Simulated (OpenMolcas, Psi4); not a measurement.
# How basis sets differ on SiHClF2 (SMILES F[SiH](F)Cl)

SiHClF2 has 5 atoms, charge 0, and is taken as a singlet. SMILES: `F[SiH](F)Cl`. Geometry: relaxed at PBE0-D4/def2-TZVP.

Quantity: the HOMO–LUMO gap, in eV. The values are calculated.

| level | kind | program | value (eV) | CPU time |
| --- | --- | --- | --- | --- |
| HF/ANO-R0 (sfX2C) | Hartree–Fock | OpenMolcas | 16.60 | 1.8 s |
| HF/STO-3G | Hartree–Fock | OpenMolcas | 20.31 | 1.8 s |
| HF/3-21G | Hartree–Fock | OpenMolcas | 18.05 | 2 s |
| HF/def2-SVP (density fitting) | Hartree–Fock | Psi4 | 18.26 | 2.4 s |
| HF/6-311+G** | Hartree–Fock | OpenMolcas | 15.14 | 14 s |
| HF/cc-pVTZ (RICD fitting) | Hartree–Fock | OpenMolcas | 17.60 | 9.9 s |
| HF/ANO-R2 (sfX2C, RICD fitting) | Hartree–Fock | OpenMolcas | 15.98 | 39 s |

The values span 15.14 to 20.31 eV. A Hartree–Fock LUMO above zero doesn't converge with the basis: it sinks as sets grow more diffuse. Orbital gaps aren't excitation energies. Times are those of the runs behind each value, whatever else they computed, on shared processors of several kinds: orders of magnitude only.
